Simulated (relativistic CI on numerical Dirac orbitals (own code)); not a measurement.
## Line list: Forbidden lines, Se10+

Computed by Dirac-Coulomb-Breit CI, separate exchange-only KLI orbitals for each configuration, model QED, unscaled Slater integrals (own radial code, finite nucleus).

Configuration list (outside the closed core [Ne]): 3s²3p⁶3d⁶, 3s²3p⁵3d⁷, 3s²3p⁴3d⁸, 3s3p⁶3d⁷, 3s²3p⁶3d⁵4s, 3s²3p⁶3d⁵4p, 3p⁶3d⁸, 3s²3p⁶3d⁵4d, 3s²3p⁶3d⁴4s², 3s²3p⁶3d⁴4s4p, 3s²3p⁶3d⁵4f, 3s²3p⁶3d⁵5s, 3s²3p⁶3d⁴4p², 3s3p⁵3d⁸, 3s²3p⁶3d⁵5p, 3s²3p⁶3d⁴4s4d, 3s²3p⁵3d⁶4s, 3s²3p⁶3d⁵5d, 3s²3p⁶3d⁴4p4d, 3s²3p⁶3d⁵5f, 3s²3p⁵3d⁶4p, 3s²3p⁶3d⁵5g, 3s²3p⁶3d⁵6s, 3s²3p⁴3d⁷4s, 3s²3p⁶3d⁵6p, 3s²3p⁵3d⁵4s², 3s²3p⁶3d⁵6d, 3s3p⁶3d⁶4s, 3s3p⁵3d⁷4s, 3s3p⁶3d⁵4s², 3s3p⁶3d⁶4p, 3p⁶3d⁷4s, 3s3p⁶3d⁶5s, 3s3p⁶3d⁶6s. Levels of other configurations are missing.

```csv
λ vac (nm),Lower,Upper,Type,A (s⁻¹),log gf
88.193,3s²3p⁶3d⁶ ⁵D2 [3],3s²3p⁶3d⁶ ³P1 [27],M1,5.00e+01,-7.76
130.61,3s²3p⁶3d⁶ ⁵D4 [1],3s²3p⁶3d⁶ ³D3 [20],M1,3.16e+01,-7.25
137.57,3s²3p⁶3d⁶ ⁵D3 [2],3s²3p⁶3d⁶ ³D3 [20],M1,1.12e+01,-7.65
145.36,3s²3p⁶3d⁶ ⁵D2 [3],3s²3p⁶3d⁶ ³D2 [18],M1,1.58e+01,-7.60
181.52,3s²3p⁶3d⁶ ⁵D4 [1],3s²3p⁶3d⁶ ³H4 [13],M1,2.14e+01,-7.02
186.15,3s²3p⁶3d⁶ ⁵D4 [1],3s²3p⁶3d⁶ ³F3 [10],M1,7.73e+00,-7.55
200.63,3s²3p⁶3d⁶ ⁵D3 [2],3s²3p⁶3d⁶ ³F3 [10],M1,3.21e+01,-6.87
202.65,3s²3p⁶3d⁶ ⁵D4 [1],3s²3p⁶3d⁶ ³F4 [7],M1,4.50e+01,-6.60
204.25,3s²3p⁶3d⁶ ⁵D2 [3],3s²3p⁶3d⁶ ³F2 [12],M1,1.36e+01,-7.37
204.35,3s²3p⁶3d⁶ ⁵D1 [4],3s²3p⁶3d⁶ ³P0 [14],M1,1.00e+02,-7.20
206.38,3s²3p⁶3d⁶ ⁵D2 [3],3s²3p⁶3d⁶ ³P1 [11],M1,6.95e+01,-6.88
209.82,3s²3p⁶3d⁶ ⁵D2 [3],3s²3p⁶3d⁶ ³F3 [10],M1,9.73e+00,-7.35
251.22,3s²3p⁶3d⁶ ⁵D3 [2],3s²3p⁶3d⁶ ³P2 [6],M1,6.78e+01,-6.49
283.29,3s²3p⁶3d⁶ ³F3 [10],3s²3p⁶3d⁶ ¹D2 [24],M1,3.04e+01,-6.74
324.31,3s²3p⁶3d⁶ ³P1 [11],3s²3p⁶3d⁶ ¹S0 [23],M1,1.85e+02,-6.54
357.98,3s²3p⁶3d⁶ ³H6 [8],3s²3p⁶3d⁶ ¹I6 [22],M1,1.43e+01,-6.45
377.47,3s²3p⁶3d⁶ ³H5 [9],3s²3p⁶3d⁶ ¹G4 [21],M1,2.43e+01,-6.33
402.42,3s²3p⁶3d⁶ ³F3 [10],3s²3p⁶3d⁶ ¹G4 [21],M1,1.32e+01,-6.54
425.92,3s²3p⁶3d⁶ ³H4 [13],3s²3p⁶3d⁶ ¹G4 [21],M1,3.55e+01,-6.06
923.38,3s²3p⁶3d⁶ ³P2 [6],3s²3p⁶3d⁶ ³P1 [11],M1,2.97e+01,-5.94
```

Terms are leading LS components. Brackets give the number of a level in order of energy, since labels repeat. The list gives strong lines, with weight on those to low levels, among the lowest 400 of 9954 levels, so that lines to higher ones, which can be the strongest, are missing. Levels whose partners in the same complex of configurations lie outside the list can be far off, and so can their lines. Rates are taken at the computed energies, electric ones in the length gauge.

At this charge energies of transitions that change n are usually good to better than 1 %, and those within a shell (Δn = 0) to a few per cent. Terms inside the open d or f shell come out 10 to 20 % too wide with unscaled integrals.

LS names give the leading component of a level, which can be under half, so a name can repeat, a term be missing and a line seem to break the LS rules.
